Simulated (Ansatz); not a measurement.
Geometry optimisation, RHF/def2-SVP in Ansatz 0.2.0.

Input file:

```yaml
crystal:
  periodic: [false, false, false]
  atoms:
    - { symbol: Ge, position_ang: [0.0, 0.0, 0.0] }
    - { symbol: H, position_ang: [0.0, 0.0, 1.9] }
    - { symbol: Cl, position_ang: [2.0935, 0.0, -0.7393] }
    - { symbol: H, position_ang: [-0.73, 1.2648, -0.5162] }
    - { symbol: F, position_ang: [-0.7913, -1.3709, -0.5594] }
    - { symbol: F, position_ang: [1.0334, -1.5693, 0.6243] }
    - { symbol: H, position_ang: [0.5549, -0.8426, 1.7574] }
basis:
  gaussian: { orbitals: def2-SVP }
hamiltonian:
  xc: hf
relax:
  f_tol: 0.15
  max_steps: 25
  restrain:
    - { distance: [0, 5], at: 2.88, k: 30.0 }
    - { distance: [6, 1], at: 1.86, k: 30.0 }
    - { distance: [0, 1], at: 1.55, k: 30.0 }
    - { distance: [6, 5], at: 0.92, k: 30.0 }
```

Launched with:

```bash
$ ansatz run input.yaml --threads 1 --pin off --max-ram 2048MiB --backend cpu --events-out ev --progress --plain --runs-dir out
```

Task: Where does it end, and by what steps?

Result: The forces met the threshold. The restraints hold the end off the free minimum. After 7 steps the energy has fallen by 4.432 eV (the restraints' own energy left out); F6 moved furthest, 0.81 Å. Parted: Ge1–F6 (1.98 → 2.89 Å). Joined: F6–H7 (1.43 → 0.91 Å).

| step | energy less start (eV) | largest force component (eV/Å) | accepted |
| --- | --- | --- | --- |
| 0 | 0.0000 | 4.408 | yes |
| 1 | -1.0636 | 6.270 | yes |
| 2 | -2.7028 | 4.170 | yes |
| 3 | -3.6227 | 2.766 | yes |
| 4 | -4.2662 | 0.459 | yes |
| 5 | -4.3946 | 0.490 | yes |
| 6 | -4.4201 | 0.495 | yes |
| 7 | -4.4324 | 0.460 | yes |

```xyz
7
Properties=species:S:1:pos:R:3
Ge -0.067 0.227 -0.090
H 0.025 0.094 1.438
Cl 1.893 0.333 -0.934
H -0.854 1.436 -0.564
F -0.869 -1.157 -0.699
F 1.137 -1.992 1.311
H 0.894 -1.460 2.004
```

Run time: 19 s on 1 thread of Arm Neoverse V1 (shared host), peak memory 0.19 GiB.
